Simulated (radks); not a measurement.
The numbers below are computed, except where a source is named.
Species: Ta I. Configuration: [Xe] 4f14 5d4 6s1 (not the ground configuration). Code: a radial shooting solver on a logarithmic mesh with Libxc functionals. Model: scalar-relativistic Kohn-Sham, PBEsol, spin-polarised, spherical densities, finite nucleus; open shells are filled with parallel spins first (spin-orbit coupling, left out, can overturn this in heavy ions); Fermi nuclear charge, rms radius 5.3507 fm.

Normalised radial functions P(r) = r R(r), r in bohr:

```
   r/bohr * 5p up, o 4f down, + 5d up (the largest magnitude, 1.23, reaches the edge; | marks zero, & curves that meet)
 0.003727                             &
  0.00588                             &*
 0.009352                             &*
  0.01475                             & *
  0.02347                             &   *
  0.03702                             o+   *
  0.05888                             |o+ *
   0.0929                           * |  o+
   0.1478                     *       |   +   o
   0.2331                            +*                 o
   0.3708                       +     |          *               o
    0.585                           + *                         o
   0.9229         *                   |       +       o
    1.468          *                  |     o        +
    2.316                      *      | o          +
    3.683                            *o      +
    5.811                             &  +
    9.242                             &
```

5p up: eigenvalue -38.067 eV, 3 radial nodes at r = 0.0804, 0.234, 0.584 bohr, <r> = 1.31 bohr, 90 % of the charge inside 1.92 bohr. 4f down: eigenvalue -22.244 eV, 0 radial nodes, <r> = 0.637 bohr, 90 % of the charge inside 1.07 bohr. 5d up: eigenvalue -3.306 eV, 2 radial nodes at r = 0.215, 0.650 bohr, <r> = 2.35 bohr, 90 % of the charge inside 3.86 bohr.
